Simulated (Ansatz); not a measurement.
`FCCOC(F)F` and `CCOCCF` differ in one atom or group.

Ansatz, PBE0-D4/def2-TZVP geometries, multiplicity 1. Each molecule was computed in one conformer, which needn't be the lowest.

```csv
property,`FCCOC(F)F`
HOMO–LUMO gap (B3LYP/def2-TZVPP) / eV,9.63
HOMO energy (PBE0/def2-TZVPP) / eV,-8.99
HOMO energy (PBE/def2-TZVPP) / eV,-7.28
HOMO energy (B3LYP/def2-TZVPP) / eV,-8.75
size of the dipole moment (B3LYP/def2-TZVPP) / D,3.48
zero-point energy (PBE0-D4/def2-TZVP) / kJ/mol,228.9
```

Task: What does the change do to each property? (Best estimate.)

Result: Ansatz gave: 
| property | `CCOCCF` | shift |
| --- | --- | --- |
| HOMO–LUMO gap (B3LYP/def2-TZVPP) / eV | 8.29 | -1.34 |
| HOMO energy (PBE0/def2-TZVPP) / eV | -7.67 | 1.32 |
| HOMO energy (PBE/def2-TZVPP) / eV | -6.07 | 1.21 |
| HOMO energy (B3LYP/def2-TZVPP) / eV | -7.46 | 1.29 |
| size of the dipole moment (B3LYP/def2-TZVPP) / D | 1.87 | -1.61 |
| zero-point energy (PBE0-D4/def2-TZVP) / kJ/mol | 340.7 | 111.8 |

With PBE0 the HOMO rises by 1.32 eV and the LUMO falls by 0.07 eV, so the gap narrows by about 1.39 eV. PBE moves the HOMO by 1.21 eV and ωB97M-V by 1.31 eV. The zero-point energy changes by 111.8 kJ/mol with +9 modes. Dipoles are sizes alone; their direction can turn.

Positive LUMOs are unbound, so they and the gaps depend on the basis.

B3LYP here is the variant with VWN-RPA as its local correlation; programs differ in this.
